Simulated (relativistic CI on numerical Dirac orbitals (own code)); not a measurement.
## Al⁴⁺: q coefficients

These numbers are calculated, not measured: Dirac-Coulomb-Breit CI, KLI orbitals optimised for each configuration, valence Slater integrals scaled by 0.85, P86 correlation energy added to each configuration, derivatives by finite differences, QED left out (own radial code, finite nucleus).

CI space (outside the closed core 1s2): 2s2 2p5, 2s 2p6, 2s2 2p4 3s, 2s2 2p4 3p, 2s2 2p4 3d, 2p6 3s, 2s 2p5 3s, 2p6 3p. Levels of other configurations are missing.

With x = (α/α₀)² − 1 an excitation energy changes as ω = ω₀ + qx; K = 2q/ω₀ is the relative enhancement. Terms are leading LS components, so labels can repeat.

Lowest level 2s2 2p5 2P°_3/2.

| Level | ω₀ (cm⁻¹) | q (cm⁻¹) | K |
| --- | --- | --- | --- |
| 2s2 2p5 2P°_1/2 | 3403 | 3415 | 2.01 |
| 2s 2p6 2S_1/2 | 377351 | 5539 | 0.0294 |
| 2s2 2p4 3s 4P_5/2 | 754597 | -1269 | -0.00336 |
| 2s2 2p4 3s 4P_3/2 | 756728 | 790.5 | 0.00209 |
| 2s2 2p4 3s 4P_1/2 | 757968 | 2058 | 0.00543 |
| 2s2 2p4 3s 2P_3/2 | 765902 | -575.1 | -0.0015 |
| 2s2 2p4 3s 2P_1/2 | 768415 | 1841 | 0.00479 |
| 2s2 2p4 3s 2D_5/2 | 794765 | 283.3 | 0.000713 |
| 2s2 2p4 3s 2D_3/2 | 794801 | 340.1 | 0.000856 |
| 2s2 2p4 3p 4P°_5/2 | 820839 | -74.95 | -0.000183 |
| 2s2 2p4 3p 4P°_3/2 | 821590 | 505.2 | 0.00123 |
| 2s2 2p4 3p 4P°_1/2 | 822440 | 1589 | 0.00386 |
| 2s2 2p4 3p 4D°_7/2 | 828015 | -439.1 | -0.00106 |
| 2s2 2p4 3p 4D°_5/2 | 829281 | 663.6 | 0.0016 |
| 2s2 2p4 3p 4D°_3/2 | 830297 | 1861 | 0.00448 |
| 2s2 2p4 3p 4D°_1/2 | 830840 | 2401 | 0.00578 |
| 2s2 2p4 3s 2S_1/2 | 833108 | 817.4 | 0.00196 |
| 2s2 2p4 3p 2D°_5/2 | 833899 | 381.2 | 0.000914 |
| 2s2 2p4 3p 2D°_3/2 | 835982 | 2014 | 0.00482 |
| 2s2 2p4 3p 2S°_1/2 | 836839 | -677.6 | -0.00162 |
| 2s2 2p4 3p 4S°_3/2 | 838111 | 1046 | 0.0025 |
| 2s2 2p4 3p 2P°_3/2 | 839599 | 1560 | 0.00371 |
| 2s2 2p4 3p 2P°_1/2 | 839848 | 1973 | 0.0047 |

At this charge configurations can still be misplaced by up to about 7 % of their energy.
